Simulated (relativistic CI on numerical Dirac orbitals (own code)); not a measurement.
**d1 to d9 in one octahedral field**

Computed with a parametric ligand-field model without spin-orbit coupling, by exact diagonalisation: B = 550, C = 2360, 10Dq = 32800 cm⁻¹ (Oh; |10Dq|/B = 59.6) for every shell. Energies in cm⁻¹; the field energy is (0.6 n_e − 0.4 n_t2) × 10Dq of the ground term; g labels are left out.

| Shell | Ground term | Electrons in e | Field energy | First spin-allowed bands | Lowest term of other spin |
| --- | --- | --- | --- | --- | --- |
| d1 | 2T2 | 0.000 | -13120 | 2E 32800 |  |
| d2 | 3T1 | 0.007 | -25995 | 3T2 31436, 3T1 38323 | 1T2 8194 |
| d3 | 4A2 | 0.000 | -39360 | 4T2 32800, 4T1 39014 | 2E 11482 |
| d4 | 3T1 | 0.012 | -52079 | 3E 30465, 3T1 31054 | 1T2 7136 |
| d5 | 2T2 | 0.024 | -64827 | 2A2 29638, 2T1 29833 | 4T1 21426 |
| d6 | 1A1 | 0.018 | -78119 | 1T1 31014, 1T2 38982 | 3T1 26058 |
| d7 | 2E | 1.012 | -58649 | 2T1 30884, 2T2 31489 | 4T1 21360 |
| d8 | 3A2 | 2.000 | -39360 | 3T2 32800, 3T1 39014 | 1E 9065 |
| d9 | 2E | 3.000 | -19680 | 2T2 32800 |  |

Low spin: d4, d5, d6, d7; the other shells keep the spin of the free ion. Only d4 to d7 can choose; the field needed to pair spins is smallest for d6 and largest for d5, which loses most exchange energy. In the strong-field picture 10Dq must exceed about 6B + 5C = 15100 (d4), 7.5B + 5C = 15925 (d5), 2.5B + 4C = 10815 (d6) and 4B + 4C = 11640 (d7); mixing of terms shifts these bounds somewhat.
